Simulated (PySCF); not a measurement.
Species: C₅H₄FNS.
Geometry (GFN2-xTB, Å), atoms numbered from 1 in this order:
```xyz
12
C5H4FNS angstrom
N      3.275   -0.343    0.515
C      2.169   -0.075    0.370
C      0.815    0.229    0.169
C      0.292    1.466    0.220
S     -1.396    1.581   -0.092
C     -1.515   -0.212   -0.456
C     -0.193   -0.870   -0.065
F     -0.367   -1.595    1.102
H      0.836    2.370    0.423
H     -2.337   -0.633    0.121
H     -1.722   -0.317   -1.520
H      0.144   -1.600   -0.812
```

Computed, not measured: TDDFT wB97X-D/def2-SVPD, vertical, gas phase, core orbitals frozen in the response in PySCF 2.14.0, density-fitted response routines.

Transition dipole moments from the ground state, in atomic units and in the frame of the coordinates above (overall signs are arbitrary), for the states with f of 0.002 or more among the lowest 8:

```
state  E (eV)      μx      μy      μz
   S1   4.807   1.305  -0.743   0.199
   S2   5.272  -0.443   0.235  -0.024
   S4   6.614   0.007   0.071  -0.270
   S5   6.694  -0.002   0.043   0.106
   S6   6.984   0.356  -0.124  -0.164
   S7   7.159  -0.144   0.287  -0.024
   S8   7.224  -0.177   0.106  -0.085
```

**Question.** What oscillator strength does each state have?

**Answer.** f = (2/3) ΔE |μ|² with ΔE in hartree (27.2114 eV).

```json
{"state": "S1", "|μ|² (au)": "2.293", "|μ| (D)": "3.85", "f": "0.270"}
{"state": "S2", "|μ|² (au)": "0.251", "|μ| (D)": "1.27", "f": "0.032"}
{"state": "S4", "|μ|² (au)": "0.078", "|μ| (D)": "0.71", "f": "0.013"}
{"state": "S5", "|μ|² (au)": "0.013", "|μ| (D)": "0.29", "f": "0.002"}
{"state": "S6", "|μ|² (au)": "0.169", "|μ| (D)": "1.05", "f": "0.029"}
{"state": "S7", "|μ|² (au)": "0.104", "|μ| (D)": "0.82", "f": "0.018"}
{"state": "S8", "|μ|² (au)": "0.050", "|μ| (D)": "0.57", "f": "0.009"}
```

**Question.** Which bond between heavy atoms lies closest to the direction of the S1 transition dipole?

**Answer.** C6–C7, at 8° from it; next N1–C2 and C2–C3 at 16°.

**Question.** What angle do the transition dipoles of S1 and S6 make?

**Answer.** |cos θ| = |μa·μb| / (|μa| |μb|) = 0.84, so θ ≈ 33° (taken between 0 and 90°, since the signs are arbitrary).

**Question.** What peak molar absorption coefficient would the strongest computed level give as a lone Gaussian band 0.5 eV wide at half height?

**Answer.** ε(max) = 2.175×10⁸ f / FWHM, with the width in cm⁻¹. S1: 2.175×10⁸ × 0.2701 / 4033 ≈ 15000 L mol⁻¹ cm⁻¹.

The run took 63 s of wall time on Arm Neoverse N1, one thread, no GPU, on a shared host.

One conformer stands for the species.
